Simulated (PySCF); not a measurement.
Run record: geometry optimisation, `F/C(I)=C/C=O`.

Method: PBE0-D3(BJ)/def2-SVP geometry optimisation, gas phase, def2 core potentials past Kr (PySCF 2.14.0). Start geometry: GFN2-xTB. A driver script takes a list of jobs; this job's settings line and coordinates (Å) are shown.

Input:
```
{"job": {"xc": "PBE0", "basis": "def2-SVP", "d3": "d3bj", "grid": 1, "maxiter": 30, "shake": 0.01, "kind": "geom"}, "charge": 0, "multiplicity": 1}
O     -2.269180    -0.690490     0.385470
C     -1.310260    -0.028890     0.130740
C      0.029850    -0.572400     0.117730
C      1.184190     0.127130    -0.149850
F      2.343220    -0.452200    -0.141280
I      1.262160     2.163330    -0.639530
H     -1.351660     1.050310    -0.115240
H      0.166810    -1.615930     0.359500
```

Output:
```
step   0  E = -587.72603287  max force = 0.045893
step   1  E = -587.72660679  max force = 0.014900
step   2  E = -587.72717440  max force = 0.008727
step   3  E = -587.72813302  max force = 0.008197
step   4  E = -587.72835762  max force = 0.007111
step   5  E = -587.72854617  max force = 0.007136
step   6  E = -587.72884098  max force = 0.002324
step   7  E = -587.72890274  max force = 0.000781
step   8  E = -587.72890136  max force = 0.000753
step   9  E = -587.72892562  max force = 0.000323
step  10  E = -587.72894049  max force = 0.000240
optimisation converged
```

Energies in Eh; «max force» is the largest Cartesian gradient component in Eh/bohr.

Q: How much energy does the optimisation release, in eV?

A: E(step 0) − E(last step) = 0.002908 Eh, which is 0.079 eV.

Q: Give the first gradient maximum in eV/Å.

A: With 1 Eh/bohr = 51.422 eV/Å, 2.360 eV/Å.

Main results: final energy -587.72894 Eh after 10 steps; dipole 2.47 D.

Q: How long does this job take on AMD EPYC 9R45, one thread, shared host? And the peak memory of the process?

A: About 31 s, with 0.45 GiB resident at the peak, the Python interpreter and its libraries included.
Labels such as C1 count atoms from 1, the log's own numbers from 0.
